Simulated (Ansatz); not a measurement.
Molecule: C₂H₂F₂, charge 0, multiplicity 1. SMILES: F/C=C/F
Coordinates optimised at B3LYP-D3(BJ)/def2-TZVP (Ansatz, a program for electronic structure):
```xyz
6

F      1.6237    -0.7088     0.0066
C      0.6296     0.1973    -0.0125
C     -0.6296    -0.1973     0.0125
F     -1.6237     0.7088    -0.0066
H      0.9618     1.2250    -0.0485
H     -0.9618    -1.2250     0.0485
```

CCSD(T) with Ansatz in growing basis sets, 24 correlated electrons. Valence correlation only, unless marked. Open shells are spin-unrestricted. No spin-orbit coupling. No relativistic terms. Costs are ratios of core time to the smallest set, on shared machines of one kind, and rough; they hold the program's checks for lower states.

```json
[
 {"basis": "aug-cc-pVDZ", "functions": "110", "cost over smallest": "1×", "E(corr) (Eh)": "-0.7165", "electronic atomisation energy (kcal/mol)": "532.8"},
 {"basis": "aug-cc-pVTZ", "functions": "230", "cost over smallest": "6×", "E(corr) (Eh)": "-0.8780", "electronic atomisation energy (kcal/mol)": "561.8"}
]
```

Formally CCSD grows as o²v⁴ and (T) as o³v⁴; with o = 12 and v going from 94 to 214 both grow 27-fold in the last step, while integrals and the mean field grow more slowly. That step adds 161.5 mEh of correlation energy and 29.0 kcal/mol to the atomisation energy.
